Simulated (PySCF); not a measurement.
Ionisation energy of Gd⁴⁷⁺ by level of theory

Gd⁴⁷⁺ [Ne] 3s2 3p5 (2P) → Gd⁴⁸⁺ [Ne] 3s2 3p4 (3P), as a difference of total energies. Computed with PySCF 2.14 in an even-tempered Gaussian basis (18 s from 10 bohr⁻², ratio 2.5; 12 p from 13 bohr⁻², ratio 2.5; 4 d from 56 bohr⁻², ratio 2.7; 4 f from 83 bohr⁻², ratio 2.7), with scalar relativity by spin-free X2C-1e. Correlated levels: outer shells: 1s2 frozen; virtual orbitals above 40 to 60 times the deepest correlated orbital energy dropped. The calculations carry no spin-orbit coupling.

```json
{"method": "UHF", "ionisation energy (eV)": "4134.9"}
{"method": "LDA", "ionisation energy (eV)": "4137.0"}
{"method": "PBE", "ionisation energy (eV)": "4137.6"}
{"method": "PBE0", "ionisation energy (eV)": "4137.5"}
{"method": "r2SCAN", "ionisation energy (eV)": "4137.9"}
{"method": "B97-3", "ionisation energy (eV)": "4137.5"}
{"method": "B3LYP", "ionisation energy (eV)": "4137.8"}
{"method": "MP2 (outer shells)", "ionisation energy (eV)": "4136.0"}
{"method": "SCS-MP2 (outer shells)", "ionisation energy (eV)": "4135.9"}
```

Spin-orbit coupling is strong in these open shells (close to jj coupling). The scalar numbers leave it out and a first-order estimate fails, so it can dominate the gap to the real levels.

Breit and QED terms and the two-electron picture change are absent.

For comparison: 4080 ± 4 eV (theoretical estimate listed by NIST; NIST Atomic Spectra Database, ionization energies).
